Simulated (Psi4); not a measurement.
Input for Psi4: SAPT0/jun-cc-pV(D+d)Z on CH4O2S (a complex), monomers drawn apart or pushed together.

```
memory 2025 MB

molecule dimer {
0 1
C    -0.02306616    0.00422561   -0.17709725
H    -0.03907513    0.12355951   -1.25930005
H     0.86418262   -0.56111658    0.10647399
H     0.00303375    0.98590100    0.29381095
H    -0.92088547   -0.52784440    0.13624174
--
0 1
O    -1.18740881    0.41666778    2.98500295
S     0.01537153   -0.36749300    2.90051212
O     1.28613788    0.30509131    2.93931071
units angstrom
symmetry c1
no_reorient
no_com
}

set {
  basis jun-cc-pV(D+d)Z
  scf_type df
  freeze_core true
}

energy('sapt0')
```

It printed:

```
[...]
==> Input File <==

--------------------------------------------------------------------------
memory 2025 MB

molecule dimer {
0 1
C    -0.02306616    0.00422561   -0.17709725
H    -0.03907513    0.12355951   -1.25930005
H     0.86418262   -0.56111658    0.10647399
H     0.00303375    0.98590100    0.29381095
H    -0.92088547   -0.52784440    0.13624174
--
0 1
O    -1.18740881    0.41666778    2.98500295
S     0.01537153   -0.36749300    2.90051212
O     1.28613788    0.30509131    2.93931071
units angstrom
symmetry c1
no_reorient
no_com
}

set {
  basis jun-cc-pV(D+d)Z
  scf_type df
  freeze_core true
}

energy('sapt0')
--------------------------------------------------------------------------


   => Loading Basis Set <=

    Name: JUN-CC-PV(D+D)Z
    Role: ORBITAL
    Keyword: BASIS
    atoms 1    entry C          line   188 file jun-cc-pv_dpd_z.gbs
    atoms 2-5  entry H          line    60 file jun-cc-pv_dpd_z.gbs
    atoms 6, 8 entry O          line   256 file jun-cc-pv_dpd_z.gbs
    atoms 7    entry S          line   698 file jun-cc-pv_dpd_z.gbs

   => Loading Basis Set <=

    Name: JUN-CC-PV(D+D)Z
    Role: ORBITAL
    Keyword: BASIS
    atoms 1    entry C          line   188 file jun-cc-pv_dpd_z.gbs
    atoms 2-5  entry H          line    60 file jun-cc-pv_dpd_z.gbs
    atoms 6, 8 entry O          line   256 file jun-cc-pv_dpd_z.gbs
    atoms 7    entry S          line   698 file jun-cc-pv_dpd_z.gbs


  //>>>>>>>>>>>>>>>>>>>>>>>>>>>>>>>>>>>//
  //              Dimer HF             //
  //<<<<<<<<<<<<<<<<<<<<<<<<<<<<<<<<<<<//

   => Libint2 <=

    Primary   basis highest AM E, G, H:  7, 6, 3
    Auxiliary basis highest AM E, G, H:  7, 7, 4
    Onebody   basis highest AM E, G, H:  -, -, -
    Solid Harmonics ordering:            Gaussian


   => Loading Basis Set <=

    Name: JUN-CC-PV(D+D)Z
    Role: ORBITAL
    Keyword: BASIS
    atoms 1    entry C          line   188 file jun-cc-pv_dpd_z.gbs
    atoms 2-5  entry H          line    60 file jun-cc-pv_dpd_z.gbs
    atoms 6, 8 entry O          line   256 file jun-cc-pv_dpd_z.gbs
    atoms 7    entry S          line   698 file jun-cc-pv_dpd_z.gbs


         ---------------------------------------------------------
                                   SCF
               by Justin Turney, Rob Parrish, Andy Simmonett
                          and Daniel G. A. Smith
                              RHF Reference
                        1 Threads,   1931 MiB Core
         ---------------------------------------------------------

  ==> Geometry <==

    Molecular point group: c1
    Full point group: C1

    Geometry (in Angstrom), charge = 0, multiplicity = 1:

       Center              X                  Y                   Z               Mass
    ------------   -----------------  -----------------  -----------------  -----------------
         C           -0.023066160000     0.004225610000    -0.177097250000    12.000000000000
         H           -0.039075130000     0.123559510000    -1.259300050000     1.007825032230
         H            0.864182620000    -0.561116580000     0.106473990000     1.007825032230
         H            0.003033750000     0.985901000000     0.293810950000     1.007825032230
         H           -0.920885470000    -0.527844400000     0.136241740000     1.007825032230
         O           -1.187408810000     0.416667780000     2.985002950000    15.994914619570
         S            0.015371530000    -0.367493000000     2.900512120000    31.972071174400
         O            1.286137880000     0.305091310000     2.939310710000    15.994914619570

  Running in c1 symmetry.

  Rotational constants: A =      0.27747  B =      0.03000  C =      0.02798 [cm^-1]
  Rotational constants: A =   8318.41497  B =    899.36370  C =    838.81187 [MHz]
  Nuclear repulsion =  173.219417999384348

  Charge       = 0
  Multiplicity = 1
  Electrons    = 42
  Nalpha       = 21
  Nbeta        = 21

  ==> Algorithm <==

  SCF Algorithm Type is DF.
  DIIS enabled.
  MOM disabled.
  Fractional occupation disabled.
  Guess Type is SAD.
  Energy threshold   = 1.00e-08
  Density threshold  = 1.00e-08
  Integral threshold = 1.00e-12

  ==> Primary Basis <==

  Basis Set: JUN-CC-PV(D+D)Z
    Blend: JUN-CC-PV(D+D)Z
    Number of shells: 47
    Number of basis functions: 101
    Number of Cartesian functions: 106
    Spherical Harmonics?: true
    Max angular momentum: 2

   => Loading Basis Set <=

    Name: (JUN-CC-PV(D+D)Z AUX)
    Role: JKFIT
    Keyword: DF_BASIS_SCF
    atoms 1    entry C          line   146 file jun-cc-pvdz-jkfit.gbs
    atoms 2-5  entry H          line    70 file jun-cc-pvdz-jkfit.gbs
    atoms 6, 8 entry O          line   258 file jun-cc-pvdz-jkfit.gbs
    atoms 7    entry S          line   666 file jun-cc-pvdz-jkfit.gbs

  ==> Integral Setup <==

  DFHelper Memory: AOs need 0.037 GiB; user supplied 1.414 GiB.
  SCF_SUBTYPE=INCORE selected. In-core MEM_DF algorithm will be used.
  Using in-core AOs.

  ==> MemDFJK: Density-Fi
[...]
etics <=

    Nuclear Repulsion Energy =            107.8623129203178053
    One-Electron Energy =                -968.8711053510310194
    Two-Electron Energy =                 313.7875983201470831
    Total Energy =                       -547.2211941105661026

Computation Completed


Properties will be evaluated at   0.000000,   0.000000,   0.000000 [a0]

Properties computed using the SCF density matrix


 Multipole Moments:

 ------------------------------------------------------------------------------------
     Multipole            Electronic (a.u.)      Nuclear  (a.u.)        Total (a.u.)
 ------------------------------------------------------------------------------------

 L = 1.  Multiply by 2.5417464519 to convert [e a0] to [Debye]
 Dipole X            :         -1.9991335            1.9573349           -0.0417986
 Dipole Y            :         -0.6945190           -0.1999619           -0.8944809
 Dipole Z            :       -177.3341567          177.2614189           -0.0727379
 Magnitude           :                                                    0.8984064

 ------------------------------------------------------------------------------------

  Constructing Basis Sets for SAPT...

   => Loading Basis Set <=

    Name: (JUN-CC-PV(D+D)Z AUX)
    Role: RIFIT
    Keyword: DF_BASIS_SAPT
    atoms 1    entry C          line   100 file jun-cc-pvdz-ri.gbs
    atoms 2-5  entry H          line    30 file jun-cc-pvdz-ri.gbs
    atoms 6, 8 entry O          line   188 file jun-cc-pvdz-ri.gbs
    atoms 7    entry S          line   488 file jun-cc-pvdz-ri.gbs

   => Loading Basis Set <=

    Name: (JUN-CC-PV(D+D)Z AUX)
    Role: JKFIT
    Keyword: DF_BASIS_ELST
    atoms 1    entry C          line   146 file jun-cc-pvdz-jkfit.gbs
    atoms 2-5  entry H          line    70 file jun-cc-pvdz-jkfit.gbs
    atoms 6, 8 entry O          line   258 file jun-cc-pvdz-jkfit.gbs
    atoms 7    entry S          line   666 file jun-cc-pvdz-jkfit.gbs


  //>>>>>>>>>>>>>>>>>>>>>>>>>>>>>>>>>>>//
  //               SAPT0               //
  //<<<<<<<<<<<<<<<<<<<<<<<<<<<<<<<<<<<//



        SAPT0
    Ed Hohenstein
     6 June 2009

      Orbital Information
  --------------------------
    NSO        =       101
    NMO        =       101
    NRI        =       336
    NRI (Elst) =       450
    NOCC A     =         5
    NOCC B     =        16
    FOCC A     =         1
    FOCC B     =         7
    NVIR A     =        96
    NVIR B     =        85

    Elst10,r            =    -0.003414357614 [Eh]
    Exch10              =     0.009517462610 [Eh]
    Exch10 (S^2)        =     0.009463862522 [Eh]

    Maxiter = 50
    CPHF R converge = 1.000000E-08

    Iter     Energy [mEh]          dE [mEh]         Residual      Time [s]
       1      -2.93148901       2.931489010     7.687381e-03             0
       2      -3.55520420       0.623715193     1.236590e-03             0
       3      -3.56546501       0.010260810     3.028776e-04             0
       4      -3.56028815      -0.005176860     6.989488e-05             0
       5      -3.55940700      -0.000881153     1.221159e-05             0
       6      -3.55969248       0.000285485     1.649331e-06             0
       7      -3.55966785      -0.000024639     2.334938e-07             0
       8      -3.55967008       0.000002236     3.699973e-08             0
       9      -3.55966984      -0.000000239     4.596746e-09             0

    CHF Iterations converged

    Maxiter = 50
    CPHF R converge = 1.000000E-08

    Iter     Energy [mEh]          dE [mEh]         Residual      Time [s]
       1      -0.55920157       0.559201570     3.192008e-03             0
       2      -0.68406381       0.124862242     4.910421e-04             0
       3      -0.68310063      -0.000963179     1.905320e-04             0
       4      -0.68177041      -0.001330226     9.416720e-05             0
       5      -0.68198667       0.000216260     6.590451e-05             0
       6      -0.68236474       0.000378078     1.966937e-05             0
       7      -0.68223784      -0.000126906     6.009308e-06             0
       8      -0.68224457       0.000006733     3.212413e-06             0
       9      -0.68225293       0.000008354     1.002660e-06             0
      10      -0.68225224      -0.000000682     2.889277e-07             0
      11      -0.68225172      -0.000000529     4.897499e-08             0
      12      -0.68225182       0.000000104     1.214776e-08             0
      13      -0.68225182      -0.000000001     3.075118e-09             0

    CHF Iterations converged

    Ind20,r (A<-B)      =    -0.003559669843 [Eh]
    Ind20,r (B<-A)      =    -0.000682251818 [Eh]
    Ind20,r             =    -0.004241921662 [Eh]
    Exch-Ind20,r (A<-B) =     0.002672004381 [Eh]
    Exch-Ind20,r (B<-A) =     0.000660412807 [Eh]
    Exch-Ind20,r        =     0.003332417189 [Eh]
    Disp20              =    -0.004091068608 [Eh]
    Disp20 (SS)         =    -0.002045534304 [Eh]
    Disp20 (OS)         =    -0.002045534304 [Eh]
    Exch-Disp20         =     0.000535878829 [Eh]
    Exch-Disp20 (SS)    =     0.000294445111 [Eh]
    Exch-Disp20 (OS)    =     0.000241433718 [Eh]

    SAPT Results
  --------------------------------------------------------------------------------------------------------
    Electrostatics                 -3.41435761 [mEh]      -2.14254175 [kcal/mol]      -8.96439468 [kJ/mol]
      Elst10,r                     -3.41435761 [mEh]      -2.14254175 [kcal/mol]      -8.96439468 [kJ/mol]

    Exchange                        9.51746261 [mEh]       5.97229795 [kcal/mol]      24.98809464 [kJ/mol]
      Exch10                        9.51746261 [mEh]       5.97229795 [kcal/mol]      24.98809464 [kJ/mol]
      Exch10(S^2)                   9.46386252 [mEh]       5.93866339 [kcal/mol]      24.84736763 [kJ/mol]

    Induction                      -1.59343188 [mEh]      -0.99989360 [kcal/mol]      -4.18355483 [kJ/mol]
      Ind20,r                      -4.24192166 [mEh]      -2.66184603 [kcal/mol]     -11.13716379 [kJ/mol]
      Exch-Ind20,r                  3.33241719 [mEh]       2.09112336 [kcal/mol]       8.74926012 [kJ/mol]
      delta HF,r (2)               -0.68392741 [mEh]      -0.42917093 [kcal/mol]      -1.79565117 [kJ/mol]

    Dispersion                     -3.55518978 [mEh]      -2.23091527 [kcal/mol]      -9.33414948 [kJ/mol]
      Disp20                       -4.09106861 [mEh]      -2.56718431 [kcal/mol]     -10.74109915 [kJ/mol]
      Exch-Disp20                   0.53587883 [mEh]       0.33626904 [kcal/mol]       1.40694967 [kJ/mol]
      Disp20 (SS)                  -2.04553430 [mEh]      -1.28359215 [kcal/mol]      -5.37054957 [kJ/mol]
      Disp20 (OS)                  -2.04553430 [mEh]      -1.28359215 [kcal/mol]      -5.37054957 [kJ/mol]
      Exch-Disp20 (SS)              0.29444511 [mEh]       0.18476710 [kcal/mol]       0.77306553 [kJ/mol]
      Exch-Disp20 (OS)              0.24143372 [mEh]       0.15150195 [kcal/mol]       0.63388414 [kJ/mol]

  Total HF                          4.50967311 [mEh]       2.82986260 [kcal/mol]      11.84014513 [kJ/mol]
  Total SAPT0                       0.95448334 [mEh]       0.59894734 [kcal/mol]       2.50599565 [kJ/mol]

  Special recipe for scaled SAPT0 (see Manual):
    Electrostatics sSAPT0          -3.41435761 [mEh]      -2.14254175 [kcal/mol]      -8.96439468 [kJ/mol]
    Exchange sSAPT0                 9.51746261 [mEh]       5.97229795 [kcal/mol]      24.98809464 [kJ/mol]
    Induction sSAPT0               -1.53648957 [mEh]      -0.96416176 [kcal/mol]      -4.03405282 [kJ/mol]
    Dispersion sSAPT0              -3.54603301 [mEh]      -2.22516931 [kcal/mol]      -9.31010838 [kJ/mol]
  Total sSAPT0                      1.02058241 [mEh]       0.64042513 [kcal/mol]       2.67953876 [kJ/mol]
  --------------------------------------------------------------------------------------------------------



*** Psi4 exiting successfully. Buy a developer a beer!
```

The run finished.

Cost: roughly 4 core-seconds.
